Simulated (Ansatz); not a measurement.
CH7FOSi2 (`FCO[SiH2][SiH3]`), relaxed with RKS PBE-D4/def2-SVP in Ansatz from a rough embedded geometry. The force threshold is 0.03 eV/Å; the program also tests the step.

Charge 0, multiplicity 1.

Start:

```xyz
12

F     2.399    0.817   -0.328
C     1.916   -0.106    0.534
O     1.130   -1.005   -0.209
Si   -0.272   -0.437   -1.035
Si   -1.900    0.325    0.347
H     2.732   -0.686    1.006
H     1.333    0.415    1.323
H     0.206    0.676   -1.919
H    -0.732   -1.489   -1.866
H    -1.364    1.369    1.315
H    -2.404   -0.786    1.216
H    -3.045    0.906   -0.385
```

Q: By how much does the energy fall, and how many steps does the optimiser take? (Best estimate.)

A: The calculation gave: 0.26 eV, in 14 steps, 1 of them rejected.

Q: Which bonds change most? (Best estimate.)

A: Ansatz gave: Si4–Si5 from 2.267 to 2.361 Å; Si4–H9 from 1.417 to 1.501 Å; F1–C2 from 1.352 to 1.389 Å; Si5–H12 from 1.478 to 1.506 Å.

Q: Give the relaxed structure. (Best estimate.)

A: Computed: 
```xyz
12

F     1.912    1.141    0.274
C     1.802   -0.203    0.606
O     1.231   -0.921   -0.425
Si   -0.216   -0.427   -1.188
Si   -1.757    0.446    0.373
H     2.823   -0.605    0.792
H     1.189   -0.256    1.542
H     0.061    0.586   -2.265
H    -0.743   -1.677   -1.830
H    -1.184    1.659    1.057
H    -2.101   -0.583    1.417
H    -3.017    0.840   -0.352
```
